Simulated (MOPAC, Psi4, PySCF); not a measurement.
Two rigid molecules brought together: H3N ··· H3ClSi (SMILES N and [SiH3]Cl). Monomers: optimised at B3LYP-D3(BJ) (def2-TZVP), held rigid. Orientation: a random orientation, not optimised. The monomers approach along the line of their centres of mass (distance R); nothing else relaxes.

Geometry at R = 4.13 Å (first 4 atoms: monomer A):
```
9

N      0.0001     0.0014     0.2791
H      0.9352    -0.1199    -0.0927
H     -0.5711    -0.7506    -0.0892
H     -0.3642     0.8692    -0.0972
Si    -4.8397     0.4329     1.1969
Cl    -3.0303    -0.2507     1.9240
H     -4.7056     1.8689     0.8839
H     -5.8691     0.2253     2.2338
H     -5.1732    -0.3312    -0.0209
```

Levels: RKS-M06-2X/6-31G* = restricted M06-2X/6-31G*, spherical d, no counterpoise correction in PySCF; SAPT0/jun-cc-pVDZ, frozen core (Psi4); PM7, restricted, heats of formation (MOPAC); MP2/aug-cc-pVDZ = DF-MP2/aug-cc-pVDZ, frozen core, counterpoise-corrected (Psi4); RKS-B3LYP/6-31G* = PySCF 2.14.0 with restricted B3LYP/6-31G*, spherical d, no counterpoise correction.

Interaction energies in kJ/mol (negative: bound); R is the distance of the centres of mass, d the H3···Cl6 distance.

```json
[
 {"R / Å": "3.53", "d / Å": "2.67", "RKS-M06-2X/6-31G*": "9.18", "SAPT0/jun-cc-pVDZ": "18.20", "PM7": "3.78", "MP2/aug-cc-pVDZ": "14.38", "RKS-B3LYP/6-31G*": "15.89"},
 {"R / Å": "3.77", "d / Å": "2.89", "RKS-M06-2X/6-31G*": "2.01", "SAPT0/jun-cc-pVDZ": "8.14", "PM7": "-0.90", "MP2/aug-cc-pVDZ": "4.73", "RKS-B3LYP/6-31G*": "6.76"},
 {"R / Å": "3.94", "d / Å": "3.04", "RKS-M06-2X/6-31G*": "0.27", "SAPT0/jun-cc-pVDZ": "4.73", "PM7": "-1.66", "MP2/aug-cc-pVDZ": "1.70", "RKS-B3LYP/6-31G*": "3.81"},
 {"R / Å": "4.13", "d / Å": "3.22", "RKS-M06-2X/6-31G*": "-0.26", "SAPT0/jun-cc-pVDZ": "2.74", "PM7": "-1.44", "MP2/aug-cc-pVDZ": "0.14", "RKS-B3LYP/6-31G*": "2.23"},
 {"R / Å": "4.36", "d / Å": "3.43", "RKS-M06-2X/6-31G*": "-0.19", "SAPT0/jun-cc-pVDZ": "1.62", "PM7": "-0.70", "MP2/aug-cc-pVDZ": "-0.47", "RKS-B3LYP/6-31G*": "1.49"},
 {"R / Å": "4.55", "d / Å": "3.61", "RKS-M06-2X/6-31G*": "-0.01", "SAPT0/jun-cc-pVDZ": "1.20", "PM7": "-0.13", "MP2/aug-cc-pVDZ": "-0.53", "RKS-B3LYP/6-31G*": "1.31"},
 {"R / Å": "4.80", "d / Å": "3.85", "RKS-M06-2X/6-31G*": "0.21", "SAPT0/jun-cc-pVDZ": "0.95", "PM7": "0.42", "MP2/aug-cc-pVDZ": "-0.39", "RKS-B3LYP/6-31G*": "1.26"},
 {"R / Å": "5.14", "d / Å": "4.17", "RKS-M06-2X/6-31G*": "0.51", "SAPT0/jun-cc-pVDZ": "0.81", "PM7": "0.90", "MP2/aug-cc-pVDZ": "-0.16", "RKS-B3LYP/6-31G*": "1.22"},
 {"R / Å": "5.64", "d / Å": "4.66", "RKS-M06-2X/6-31G*": "0.83", "SAPT0/jun-cc-pVDZ": "0.71", "PM7": "1.22", "MP2/aug-cc-pVDZ": "0.08", "RKS-B3LYP/6-31G*": "1.04"},
 {"R / Å": "6.33", "d / Å": "5.33", "RKS-M06-2X/6-31G*": "0.80", "SAPT0/jun-cc-pVDZ": "0.59", "PM7": "0.94", "MP2/aug-cc-pVDZ": "0.20", "RKS-B3LYP/6-31G*": "0.74"},
 {"R / Å": "7.33", "d / Å": "6.31", "RKS-M06-2X/6-31G*": "0.54", "SAPT0/jun-cc-pVDZ": "0.42", "PM7": "0.52", "MP2/aug-cc-pVDZ": "0.21", "RKS-B3LYP/6-31G*": "0.47"},
 {"R / Å": "8.66", "d / Å": "7.62", "RKS-M06-2X/6-31G*": "0.34", "SAPT0/jun-cc-pVDZ": "0.28", "PM7": "0.34", "MP2/aug-cc-pVDZ": "0.16", "RKS-B3LYP/6-31G*": "0.29"}
]
```

Lowest grid point: RKS-M06-2X/6-31G* -0.26 kJ/mol at R = 4.13 Å; SAPT0/jun-cc-pVDZ 0.28 kJ/mol at R = 8.66 Å; PM7 -1.66 kJ/mol at R = 3.94 Å; MP2/aug-cc-pVDZ -0.53 kJ/mol at R = 4.55 Å; RKS-B3LYP/6-31G* 0.29 kJ/mol at R = 8.66 Å.
